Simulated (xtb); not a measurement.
CH5ClFNSi2, SMILES N1C[Si@H]([Si@@H]1Cl)F. All values are semi-empirical tight-binding results from xtb (GFN2-xTB unless named), good for trends rather than for accurate numbers. The structure is a stationary point at GFN2-xTB. The structure was generated by enumeration; whether it is a known compound was not checked.

Optimised geometry:

Bonds (Å): F1–Si2 1.620, Si2–C3 1.927, Si2–Si5 2.308, Si2–H7 1.455, C3–N4 1.464, C3–H8 1.092, C3–H9 1.095, N4–Si5 1.720, N4–H10 1.006, Si5–Cl6 2.025, Si5–H11 1.469. Angles (°): F1–Si2–C3 110.1, F1–Si2–Si5 114.9, F1–Si2–H7 102.5, C3–Si2–Si5 75.4, C3–Si2–H7 115.5, Si5–Si2–H7 134.7, Si2–C3–N4 96.5, Si2–C3–H8 116.9, Si2–C3–H9 113.7, N4–C3–H8 110.5, N4–C3–H9 111.6, H8–C3–H9 107.3, C3–N4–Si5 109.8, C3–N4–H10 117.4, Si5–N4–H10 131.0, Si2–Si5–N4 77.0, Si2–Si5–Cl6 123.4, Si2–Si5–H11 122.2, N4–Si5–Cl6 111.5, N4–Si5–H11 115.7, Cl6–Si5–H11 104.5.

Computed properties:
The orbital gap is 3.95 eV and the dipole moment comes out as 1.19 D. The zero-point energy is 40.1 kcal/mol and the G − E(el) at 298.15 K (modified RRHO) is 19.0 kcal/mol. The static polarisability (D4 model) is 86.4 bohr³ and the solvation energy, GFN2-xTB/ALPB(water) is -1.2 kcal/mol. The solvation energy, GFN2-xTB/ALPB(benzene) is -3.4 kcal/mol.

Computed atomic charges and the Wiberg bond orders between heavy atoms:
charges (e) F1 -0.28, Si2 0.49, C3 -0.10, N4 -0.35, Si5 0.46, Cl6 -0.28, H7 -0.05, H8 0.02, H9 0.02, H10 0.14, H11 -0.05. Bond orders F1–Si2 1.10, Si2–C3 0.88, C3–N4 1.03, Si2–Si5 0.77, N4–Si5 1.20, Si5–Cl6 1.04.
